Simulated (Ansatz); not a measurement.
Stepwise reaction of `C[Se][Ti]([Cl])([Cl])[Se]C` with hydrogen chloride, as a gas-phase model of exchange steps in deposition or etching. ΔE in kJ/mol; ΔG adds harmonic PBE0-D4 terms to CCSD(T)/CBS, at 1 bar.

Program: Ansatz. Geometries: PBE0-D4/def2-TZVP. ΔE: electronic, gas phase. CCSD(T)/CBS adds triple-zeta CCSD(T) − MP2 to the extrapolated MP2 energy (def2 sets, frozen cores). This one scheme is used for every species. Functionals use def2-TZVPP. B3LYP here is the variant with VWN-RPA as its local correlation; programs differ in this. For Se, Ti outer-core shells are correlated without core-valence functions, which leaves a few kJ/mol of doubt a bond. Scalar relativity is left out up to krypton. One conformer a species, not always the lowest.

| step | reaction | PBE-D4 | B3LYP-D4 | ωB97M-V | CCSD(T)/CBS | ΔG(600 K) |
| --- | --- | --- | --- | --- | --- | --- |
| 1 | `C[Se][Ti]([Cl])([Cl])[Se]C` + HCl → `C[Se][Ti]([Cl])([Cl])[Cl]` + `C[SeH]` | -38.8 | -42.2 | -47.0 | -34.3 | -47.2 |

**Question.** Give the row of step 2, `C[Se][Ti]([Cl])([Cl])[Cl]` + HCl → `[Cl][Ti]([Cl])([Cl])[Cl]` + `C[SeH]`. (Estimate.)

**Answer.** Ansatz gave: 
| step | reaction | PBE-D4 | B3LYP-D4 | ωB97M-V | CCSD(T)/CBS | ΔG(600 K) |
| --- | --- | --- | --- | --- | --- | --- |
| 2 | `C[Se][Ti]([Cl])([Cl])[Cl]` + HCl → `[Cl][Ti]([Cl])([Cl])[Cl]` + `C[SeH]` | -34.5 | -37.7 | -43.3 | -29.5 | -22.2 |

**Question.** By hand: ΔE of the 2 steps together at CCSD(T)/CBS.

**Answer.** (-34.3) + (-29.5) = -63.8 kJ/mol, or -31.9 kJ/mol a step.

In ΔE the steps differ by no more than 4.8 kJ/mol. All are downhill at CCSD(T)/CBS. ΔG lies between -47.2 and -22.2 kJ/mol a step. PBE-D4 differs from CCSD(T)/CBS by -5.0 to -4.5 kJ/mol a step. Only this route is followed, and other bonds may react first. Isolated molecules leave out the surface, adducts and barriers. Largest T1 diagnostic: 0.025.
